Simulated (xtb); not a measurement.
xtb input (GFN-FF):

```bash
xtb mol.xyz --gfnff --opt tight --chrg 0 --uhf 0
```
mol.xyz:
```
11

C      1.74294063    -1.05435017     1.04366569
Sn    -0.02184038    -0.23286217     0.15473012
C     -1.94785987    -1.13049913     0.40810293
Cl     0.37494932    -0.10336926    -2.16499733
Cl    -0.19770700     1.99312718     0.90930832
H      1.89966732    -2.06348044     0.66760719
H      2.58294682    -0.42103824     0.76825346
H      1.62805612    -1.06911105     2.12575202
H     -2.20088567    -1.14811016     1.46640108
H     -1.92927447    -2.14247956     0.00825624
H     -2.67209509    -0.52946079    -0.13667459
```

End of the output:

```
         :::::::::::::::::::::::::::::::::::::::::::::::::::::
         ::                     SUMMARY                     ::
         :::::::::::::::::::::::::::::::::::::::::::::::::::::
         :: total energy              -1.157049308612 Eh    ::
         :: gradient norm              0.000185180650 Eh/a0 ::
         ::.................................................::
         :: bond energy               -1.187992735503 Eh    ::
         :: angle energy               0.000054987642 Eh    ::
         :: torsion energy             0.000000403303 Eh    ::
         :: repulsion energy           0.068263871587 Eh    ::
         :: electrostat energy        -0.030882685193 Eh    ::
         :: dispersion energy         -0.006399901120 Eh    ::
         :: HB energy                  0.000000000000 Eh    ::
         :: XB energy                  0.000000000000 Eh    ::
         :: bonded atm energy         -0.000093249328 Eh    ::
         :: external energy            0.000000000000 Eh    ::
         :: add. restraining           0.000000000000 Eh    ::
         :: total charge               0.000000000000 e     ::
         :::::::::::::::::::::::::::::::::::::::::::::::::::::

           -------------------------------------------------
          |                Property Printout                |
           -------------------------------------------------

molecular dipole:
                 x           y           z       tot (Debye)
 q only:       -0.102      -1.090       0.724       3.336
           -------------------------------------------------
          |                Geometry Summary                 |
           -------------------------------------------------

      molecular mass/u    :      219.6851040
   center of mass at/Å    :        0.0123372       0.1315860      -0.0874358
  moments of inertia/u·Å² :        0.2633187E+03   0.3712734E+03   0.4351356E+03
rotational constants/cm⁻¹ :        0.6401987E-01   0.4540490E-01   0.3874110E-01

 * 10 selected distances
Note: The following floating-point exceptions are signalling: IEEE_UNDERFLOW_FLAG IEEE_DENORMAL
normal termination of xtb

     #   Z          #   Z                                           value/Å
     1   6 C        2  50 Sn                                      2.1320120
     2  50 Sn       3   6 C                                       2.1320098
     2  50 Sn       4  17 Cl                                      2.3636590 (max)
     2  50 Sn       5  17 Cl                                      2.3636590
     1   6 C        6   1 H                                       1.0861414
     1   6 C        7   1 H                                       1.0861783
     1   6 C        8   1 H                                       1.0861414 (min)
     3   6 C        9   1 H                                       1.0861415
     3   6 C       10   1 H                                       1.0861415
     3   6 C       11   1 H                                       1.0861806

 * 3 distinct bonds (by element types)

   Z      Z             #   av. dist./Å        max./Å        min./Å
   1 H    6 C           6     1.0861541     1.0861806     1.0861414
   6 C   50 Sn          2     2.1320109     2.1320120     2.1320098
  17 Cl  50 Sn          2     2.3636590     2.3636590     2.3636590

optimized geometry written to: xtbopt.xyz

           -------------------------------------------------
          | TOTAL ENERGY               -1.157049308612 Eh   |
          | GRADIENT NORM               0.000185180650 Eh/α |
           -------------------------------------------------
########################################################################
[WARNING] Runtime exception occurred
-1- gfnff_setup: Could not read topology file.
########################################################################

------------------------------------------------------------------------
------------------------------------------------------------------------
 total:
 SCF:
 ANC optimizer:
```
